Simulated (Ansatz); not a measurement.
Input file for Ansatz (a program for electronic structure): R-r2SCAN/def2-TZVPP on GeH4O2 (SMILES [OH][GeH2][OH]), a point of a torsion scan.

Ansatz 0.2 input:
```yaml
crystal:
  periodic: [false, false, false]
  atoms:
    - {symbol: O, position_ang: [1.31921942, 0.59126115, 0.18069770]}
    - {symbol: Ge, position_ang: [-0.01237353, -0.51557475, -0.03739104]}
    - {symbol: O, position_ang: [0.51711299, -1.65270151, -1.22713228]}
    - {symbol: H, position_ang: [1.19221145, 1.51874882, 0.00311931]}
    - {symbol: H, position_ang: [-0.22245201, -1.19302587, 1.28263065]}
    - {symbol: H, position_ang: [-1.22043657, 0.15324514, -0.61651690]}
    - {symbol: H, position_ang: [1.46103733, -1.79698882, -1.26653333]}
basis:
  gaussian:
    orbitals: def2-TZVPP
hamiltonian:
  xc: {name: r2SCAN}
scf: {lower_state_search: off}
```

Output:

```
WARN ansatz: RAYON_NUM_THREADS=1 ignored (pool sized by the plan → 1); use --threads N
Functional definition: r2SCAN
these checks for a lower state are left out or cut short: stability, starts, cluster_reference, orbital_swaps, neighbouring_geometries, increment
integrals: 0.07 GiB planned
896 factors; their error is unknown
mean field: 0.56 GiB planned
mean field evaluation 1: about -60668.1556 eV, gradient 8.2e1 eV
mean field evaluation 2: about -60631.4919 eV, gradient 1.6e2 eV
mean field evaluation 4: about -60678.2163 eV, gradient 4.4e0 eV
mean field evaluation 8: about -60678.2435 eV, gradient 2.1e-1 eV
mean field evaluation 16: about -60678.2436 eV, gradient 3.3e-6 eV
mean field -60678.24357071 eV, -2229.8843220329 hartree, gradient 3.4e-6 eV, S^2 0.000000; 0 other end points of the search recorded, 0 dependent functions left out
reference -60678.24358006 eV, -2229.8843223766 hartree; 26, 26 occupied and 140, 140 virtual orbitals, 896 factors
Total energy: -60678.24358006 eV, -2229.8843223766 hartree
Checks for a lower state left out: stability, starts, cluster_reference, orbital_swaps, neighbouring_geometries, increment
```

Self-consistency was reached.

Cost: around 2.2 core-seconds (rough).
